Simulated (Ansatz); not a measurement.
Ideal-gas functions of CH3F2In, SMILES `F[CH2][InH][F]` at 600 K and 1 bar, from an Ansatz frequency run at PBE0-D4/def2-TZVP.

Molar mass 167.85 g/mol, point group Cs (symmetry number 1), electronic degeneracy 1, moments of inertia 48.522, 238.43, 283.788 u Å². Harmonic wavenumbers (cm⁻¹, unscaled): 46, 89, 234, 372, 452, 541, 573, 688, 1057, 1242, 1259, 1462, 1880, 3055, 3116.

Use S(trans) = R[1.5 ln M + 2.5 ln T − 1.1517]; rotational temperatures θ = 24.2544 K / I; S(rot) = R[ln(√π/σ · √(T³/θAθBθC)) + 1.5]; for each mode x = 1.438777 ν̃/T, S = R[x/(eˣ − 1) − ln(1 − e⁻ˣ)] and H = RT x/(eˣ − 1); 1 cm⁻¹ = 0.0119627 kJ/mol; R = 8.31446 J/(mol·K).

**Question.** By hand: the entropy, in J/(mol·K).

**Answer.** Translation 187.3. Rotation: θ = 0.4999, 0.1017, 0.0855 K, giving 119.6. Vibration, mode by mode: 26.65, 21.17, 13.23, 9.53, 8.04, 6.71, 6.30, 5.03, 2.50, 1.76, 1.71, 1.16, 0.51, 0.05, 0.04, in all 104.4. Electronic 0.0. Sum 411.3 J/(mol·K).

**Question.** By hand: H − E and G − E in kJ/mol, counted from the electronic energy.

**Answer.** Zero-point energy ½ × 16066 × 0.0119627 = 96.1; thermal vibration 29.0; translation, rotation and pV give 4 RT = 20.0. H − E = 145.1 kJ/mol, and G − E = 145.1 − 600 × 411.3/1000 = -101.7 kJ/mol.

Vibration gives 25 % of the entropy, 47.8 J/(mol·K) of it from the modes under 150 cm⁻¹: soft modes count most, and the harmonic formula is weakest for them. The sum counts one conformer and one mirror image; others add a mixing term.
